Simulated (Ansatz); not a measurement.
C$_{4}$H$_{4}$O$_{2}$Zr, SMILES `C#[C][Zr]([OH])([OH])[C]#C` at its PBE0-D4/def2-TZVP geometry, where that method's forces vanish. Total charge 0; spin multiplicity 1. Zr takes the def2 core potential.

```xyz
11

C    -2.3580    1.3139    1.5807
C    -1.5546    0.6415    0.9642
Zr   -0.0634   -0.5271   -0.1535
O     0.4654   -2.0056    0.9180
O    -0.8337   -1.0552   -1.8093
C     1.7156    0.6961   -0.5747
C     2.6843    1.3979   -0.7911
H    -3.0605    1.9074    2.1219
H     0.6537   -2.8640    1.2870
H    -1.1814   -1.5219   -2.5641
H     3.5327    2.0171   -0.9792
```

Q: What forces (eV/Å) does B3LYP-D4/def2-TZVPP give on these atoms in Ansatz 0.2.0? (Best estimate.)

A: The calculation gave: 
```
C1  -0.075  0.059  0.057
C2  -0.081  0.076  0.065
Zr3  0.022  0.180  0.053
O4   0.083 -0.203  0.169
O5  -0.114 -0.059 -0.245
C6   0.100  0.079 -0.020
C7   0.090  0.062 -0.022
H8   0.074 -0.061 -0.056
H9   0.008 -0.043  0.015
H10 -0.016 -0.026 -0.036
H11 -0.089 -0.064  0.020
```

B3LYP here is the variant with VWN-RPA as its local correlation; programs differ in this.
